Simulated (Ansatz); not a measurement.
Input and output for C2H7InO2S, SMILES `C[O][In]([SH])[O]C`.

```yaml
crystal:
  periodic: [false, false, false]
  atoms:
    - {symbol: C, position_ang: [0.789556, -1.975513, 1.803954]}
    - {symbol: O, position_ang: [1.243881, -1.835269, 0.477737]}
    - {symbol: In, position_ang: [0.622888, -0.355524, -0.658115]}
    - {symbol: S, position_ang: [1.424911, 0.021389, -2.847386]}
    - {symbol: O, position_ang: [-0.770793, 0.774712, 0.182716]}
    - {symbol: C, position_ang: [-1.353154, 1.859548, -0.488617]}
    - {symbol: H, position_ang: [1.340564, -1.323520, 2.493179]}
    - {symbol: H, position_ang: [0.959157, -3.011734, 2.114696]}
    - {symbol: H, position_ang: [-0.279078, -1.759259, 1.922531]}
    - {symbol: H, position_ang: [0.618681, 1.085513, -3.011331]}
    - {symbol: H, position_ang: [-2.123634, 2.293721, 0.157596]}
    - {symbol: H, position_ang: [-1.842037, 1.570004, -1.429701]}
    - {symbol: H, position_ang: [-0.630931, 2.655942, -0.717259]}
basis:
  gaussian: {orbitals: def2-TZVP}
hamiltonian: {xc: {name: B97M-V}}
output: {forces: true}
```

```sh
$ ansatz run in.yaml --threads 2 --pin off --events-out ev --progress --plain --max-ram 22528MiB --backend cpu
```

Shortened log:

```
Functional definition: B97M-V
  name "B97M-V"
  cite "Mardirossian & Head-Gordon, J. Chem. Phys. 142, 074111 (2015) doi:10.1063/1.4907719"
  cite "Becke, J. Chem. Phys. 107, 8554 (1997) doi:10.1063/1.475007"
  cite "Vydrov & Van Voorhis, J. Chem. Phys. 133, 244103 (2010) doi:10.1063/1.3521275"
  # Of w^i u^j: cxij and so on, Table III.
  parameter cx00 = 1.000
  parameter cx01 = 1.308
  parameter cx02 = 1.901
  parameter cx10 = 0.416
  parameter cx11 = 3.070
  parameter css00 = 1.000
  parameter css02 = -1.855
  parameter css10 = -5.668
  parameter css32 = -20.497
  parameter css42 = -20.364
  parameter cos00 = 1.000
  parameter cos01 = 1.573
  parameter cos03 = -6.298
  parameter cos10 = 2.535
  parameter cos32 = -6.427
  parameter b = 6.0
  parameter c = 0.01
  gx(w, u) = cx00 + cx01*u + cx02*u^2 + (cx10 + cx11*u)*w
  gss(w, u) = css00 + css02*u^2 + css10*w + (css32*w^3 + css42*w^4)*u^2
  gos(w, u) = cos00 + cos01*u + cos03*u^3 + cos10*w + cos32*w^3*u^2
  exchange = spin_sum(e_x_unif_s*gx(b97_w, b97_u_x))
  correlation = spin_sum(e_c_pw_mod_same_spin*gss(b97_w, b97_u_same))
      + integral(e_c_pw_mod_opposite_spin*gos(b97_w_opposite, b97_u_opposite)) + vv10(b, c)
1619 factors; their error is unknown
mean field evaluation 1: about -22275.3854 eV, gradient 8.7e1 eV
mean field evaluation 2: about -22127.4675 eV, gradient 2.4e2 eV
mean field evaluation 4: about -22290.2992 eV, gradient 2.1e1 eV
mean field evaluation 8: about -22291.4433 eV, gradient 3.8e-1 eV
mean field evaluation 16: about -22291.4153 eV, gradient 9.1e-3 eV
mean field -22291.41530748 eV, -819.1944028858 hartree, gradient 7.0e-5 eV, S^2 0.000000; 0 other end points of the search recorded, 0 dependent functions left out
the calculation of the forces begins
reference -22291.41539828 eV, -819.1944062228 hartree; 36, 36 occupied and 217, 217 virtual orbitals, 1619 factors
Total energy: -22291.41539828 eV, -819.1944062228 hartree
Atom 0 at     0.789556    -1.975513     1.803954 Å, force    -0.066241    -0.017861     0.188553 eV/Å
Atom 1 at     1.243881    -1.835269     0.477737 Å, force     0.088619    -0.154000     0.057214 eV/Å
Atom 2 at     0.622888    -0.355524    -0.658115 Å, force     0.002968     0.026007    -0.019853 eV/Å
Atom 3 at     1.424911     0.021389    -2.847386 Å, force     0.039217     0.077802    -0.209811 eV/Å
Atom 4 at    -0.770793     0.774712     0.182716 Å, force    -0.129551     0.063228     0.141595 eV/Å
Atom 5 at    -1.353154     1.859548    -0.488617 Å, force    -0.081976     0.140561    -0.070067 eV/Å
Atom 6 at     1.340564    -1.323520     2.493179 Å, force    -0.090348    -0.103816    -0.092936 eV/Å
Atom 7 at     0.959157    -3.011734     2.114696 Å, force    -0.031821     0.171573    -0.047864 eV/Å
Atom 8 at    -0.279078    -1.759259     1.922531 Å, force     0.157082    -0.034013    -0.002329 eV/Å
Atom 9 at     0.618681     1.085513    -3.011331 Å, force     0.032500    -0.056403     0.026367 eV/Å
Atom 10 at    -2.123634     2.293721     0.157596 Å, force     0.124874    -0.066014    -0.112224 eV/Å
Atom 11 at    -1.842037     1.570004    -1.429701 Å, force     0.065253     0.055812     0.121465 eV/Å
Atom 12 at    -0.630931     2.655942    -0.717259 Å, force    -0.110574    -0.102876     0.019891 eV/Å
Dipole moment:    -0.163069     0.251719    -0.047066 e Å
```

Hardware: 2 threads of an AMD EPYC 7R13 on a shared host. Wall time 19 s, peak host memory 0.76 GiB.
